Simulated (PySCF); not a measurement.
Compound: CH8SeSi2.
Atom-mapped SMILES: `[CH3:1][SiH2:2][Se:3][SiH3:4]` (hydrogens: H5, H6, H7 on C1; H8, H9 on Si2; H10, H11, H12 on Si4)

A GFN2-xTB structure was refined with PBE0-D3(BJ)/def2-SVP geometry optimisation, gas phase (PySCF 2.14.0). Its GFN2-xTB values:

```tsv
coordinate	GFN2-xTB
C1–Si2	1.869 Å
C1–H5	1.075 Å
Si2–Se3	2.296 Å
Si2–H8	1.462 Å
Se3–Si4	2.313 Å
Si4–H10	1.415 Å
C1–Si2–Se3	109.8°
Si2–C1–H6	112.4°
Si2–Se3–Si4	102.7°
Se3–Si2–H8	106.5°
Se3–Si4–H11	107.1°
H6–C1–H7	105.7°
H8–Si2–H9	112.7°
H10–Si4–H11	113.7°
C1–Si2–Se3–Si4	68°
```

How do these coordinates change at the PBE0-D3(BJ)/def2-SVP level?

| coordinate | PBE0-D3(BJ)/def2-SVP (Å or °) | change |
| --- | --- | --- |
| Si4–H10 | 1.491 | +0.076 |
| Si2–H8 | 1.495 | +0.033 |
| Se3–Si4 | 2.281 | -0.032 |
| C1–H5 | 1.100 | +0.025 |
| C1–Si2 | 1.874 | +0.005 |
| Si2–Se3 | 2.295 | -0.001 |
| Si2–Se3–Si4 | 96.3 | -6.4 |
| Se3–Si4–H11 | 111.7 | +4.6 |
| H10–Si4–H11 | 109.3 | -4.4 |
| H8–Si2–H9 | 109.3 | -3.4 |
| H6–C1–H7 | 108.6 | +2.9 |
| C1–Si2–Se3 | 112.4 | +2.6 |
| Se3–Si2–H8 | 109.0 | +2.5 |
| Si2–C1–H6 | 109.9 | -2.5 |
| C1–Si2–Se3–Si4 | 67 | -1 |

The energy falls by 4.7 kcal/mol over 5 energy and gradient evaluations, the largest force component goes from 0.0422 to 2.5e-04 Eh/bohr, and the atoms move by 0.077 Å rms after alignment. The bond that changes most is Si4–H10 (SiH3 silicon to Si–H hydrogen), which lengthens by 0.076 Å. Bonds longer at the end by more than 0.005 Å: 7 of 11; shorter: 2. Rotational constants go from 3552, 1653, 1277 to 3364, 1757, 1307 MHz.

The run used 122 basis functions and 30 SCF cycles in all.

No frequency check. One conformer, not necessarily the lowest.

Shape of the structure used: `[CH3:1][SiH2:2][Se:3][SiH3:4]`: C1–Si2–Se3–Si4 67°.
